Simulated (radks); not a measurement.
Valence configurations of neutral molybdenum (all share [Kr]). Method: Dirac Kohn-Sham, PBEsol, spin-unpolarised, spherical densities, finite nucleus; open shells fill j = l - 1/2 first; Fermi nuclear charge, rms radius 4.4091 fm; computed with a radial shooting solver on a logarithmic mesh with Libxc functionals. Energies are relative to 4d5 5s1; eigenvalues in eV.

| valence | E (eV) | e(4d3/2) | e(4d5/2) | e(5p1/2) | e(5p3/2) | e(5s1/2) |
|---|---|---|---|---|---|---|
| 4d5 5s1 | 0.000 | -3.828 | -3.625 | - | - | -4.099 |
| 4d6 | 0.889 | -2.372 | -2.190 | - | - | - |
| 4d5 5p1 | 3.101 | -5.038 | -4.829 | -1.776 | - | - |
| 4d4 5s2 | 0.039 | -5.720 | - | - | - | -4.893 |
| 4d4 5s1 5p1 | 3.513 | -6.910 | - | -2.144 | - | -5.691 |
| 4d4.5 5s1 5p0.5 | 1.508 | -5.349 | -5.131 | -1.633 | - | -4.918 |
| 4d3 5s1 5p2 | 9.429 | -10.182 | - | -3.075 | - | -7.152 |
| 4d4 5p2 | 7.128 | -7.972 | - | -2.680 | - | - |
| 4d2 5s1 5p3 | 18.034 | -13.689 | - | -3.995 | -3.751 | -8.597 |

NIST lists [Kr] 4d5 5s1 as the ground configuration; this level of theory agrees among the configurations tried. The energies are those of spherical spin-averaged densities, not of single terms.
